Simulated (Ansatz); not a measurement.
A run for Ansatz (a quantum-chemistry and plane-wave program): U-CCSD(T)/def2-TZVPP on MgC, 2S+1 = 3, a spin state set in the input, which need not be the lowest, a point of a bond scan (R = 2.088 Å).

Ansatz 0.2 input:
```yaml
crystal:
  periodic: [false, false, false]
  atoms:
    - {symbol: C, position_ang: [0.00000000, 0.00000000, 0.00000000]}
    - {symbol: Mg, position_ang: [0.00000000, 0.00000000, 2.08795700]}
basis:
  gaussian:
    orbitals: def2-TZVPP
    pivot_positions_ang: [[0.00000000, 0.00000000, 0.00000000], [0.00000000, 0.00000000, 2.08795700]]
magnetization: {spin_polarized: true, initial_magnetization: 2}
correlation: {method: ccsd_t, electrons: valence}
output: {orbitals: {seedname: ./end}}
```

Output:

```
WARN ansatz: RAYON_NUM_THREADS=2 ignored (pool sized by the plan → 2); use --threads N
Functional definition: HF
integrals: 0.04 GiB planned
511 factors; integrals over basis functions are off by at most 4.1e-4 eV
mean field: 0.11 GiB planned
mean field evaluation 1: about -6456.4358 eV, gradient 9.6e0 eV
mean field evaluation 2: about -6456.4362 eV, gradient 9.6e0 eV
mean field evaluation 4: about -6457.4194 eV, gradient 2.4e0 eV
mean field evaluation 8: about -6457.0598 eV, gradient 6.3e-1 eV
mean field evaluation 16: about -6458.6478 eV, gradient 2.8e-6 eV
mean field evaluation 32: about -6457.0671 eV, gradient 8.9e-3 eV
mean field evaluation 64: about -6457.6890 eV, gradient 1.8e-1 eV
mean field evaluation 96: about -6457.6952 eV, gradient 3.4e-2 eV
mean field evaluation 128: about -6457.2880 eV, gradient 9.5e-2 eV
mean field evaluation 160: about -6456.7405 eV, gradient 2.5e-3 eV
mean field evaluation 192: about -6456.7404 eV, gradient 2.1e-2 eV
mean field evaluation 224: about -6455.8430 eV, gradient 3.5e-2 eV
mean field evaluation 256: about -6455.5199 eV, gradient 2.4e-1 eV
mean field evaluation 288: about -6457.2755 eV, gradient 5.7e-1 eV
mean field evaluation 320: about -6456.7404 eV, gradient 2.5e-2 eV
mean field evaluation 352: about -6455.3233 eV, gradient 1.8e-1 eV
mean field evaluation 384: about -6455.8427 eV, gradient 4.6e-2 eV
mean field evaluation 416: about -6455.4080 eV, gradient 1.5e0 eV
mean field -6458.64783231 eV, -237.3509300088 hartree, gradient 2.8e-6 eV, S^2 2.906980; 10 other end points of the search recorded, 0 dependent functions left out
determinant -6458.64783231 eV, -237.3509300088 hartree, with singles and doubles -6466.31862666 eV, -237.6328265016 hartree
determinant -6457.69520608 eV, -237.3159216405 hartree, with singles and doubles -6465.69029907 eV, -237.6097358885 hartree
determinant -6457.68849730 eV, -237.3156750972 hartree, with singles and doubles -6465.76258766 eV, -237.6123924452 hartree
determinant -6457.28838955 eV, -237.3009714085 hartree, with singles and doubles -6465.07256548 eV, -237.5870345979 hartree
determinant -6456.74047024 eV, -237.2808357456 hartree, with singles and doubles -6465.02397650 eV, -237.5852489858 hartree
determinant -6455.84292194 eV, -237.2478514539 hartree, with singles and doubles -6464.01406193 eV, -237.5481353098 hartree
determinant -6455.52181011 eV, -237.2360508117 hartree, with singles and doubles -6463.50763242 eV, -237.5295243686 hartree
determinant -6455.32687509 eV, -237.2288870818 hartree, with singles and doubles -6463.93121796 eV, -237.5450908502 hartree
determinant -6457.06707595 eV, -237.2928382839 hartree, with singles and doubles -6466.19316142 eV, -237.6282157389 hartree
2 core orbitals not correlated
reference -6458.64783231 eV, -237.3509300088 hartree; 8, 6 occupied and 53, 55 virtual orbitals, 511 factors
second order -6.97855329 eV of doubles, -0.00000000 eV of singles
coupled cluster: 0.20 GiB planned
cycle   1  -7.64273100 eV  change   -3.5e-1 eV  update   2.4e-2
cycle   2  -7.65868726 eV  change   -1.6e-2 eV  update   1.1e-2
cycle   3  -7.66914897 eV  change   -1.0e-2 eV  update   7.1e-3
cycle   4  -7.67714526 eV  change   -8.0e-3 eV  update   4.9e-3
cycle   5  -7.68414318 eV  change   -7.0e-3 eV  update   3.5e-3
cycle   6  -7.68887731 eV  change   -4.7e-3 eV  update   2.3e-3
cycle   7  -7.69009584 eV  change   -1.2e-3 eV  update   1.4e-3
cycle   8  -7.69073875 eV  change   -6.4e-4 eV  update   9.1e-4
cycle   9  -7.69078869 eV  change   -5.0e-5 eV  update   5.6e-4
cycle  10  -7.69106651 eV  change   -2.8e-4 eV  update   3.1e-4
cycle  11  -7.69106604 eV  change    4.7e-7 eV  update   1.7e-4
cycle  12  -7.69104872 eV  change    1.7e-5 eV  update   8.9e-5
cycle  13  -7.69101539 eV  change    3.3e-5 eV  update   4.6e-5
cycle  14  -7.69101117 eV  change    4.2e-6 eV  update   2.1e-5
cycle  15  -7.69100646 eV  change    4.7e-6 eV  update   9.0e-6
coupled cluster: 0.20 GiB planned
perturbative correction -0.19023328 eV, -0.0069909441 hartree
Total energy: -6466.52907205 eV, -237.6405602271 hartree
```

Self-consistency was reached. Its determinant has ⟨S²⟩ = 2.91, a mixture of spin states.

Cost: very roughly 14 core-seconds.
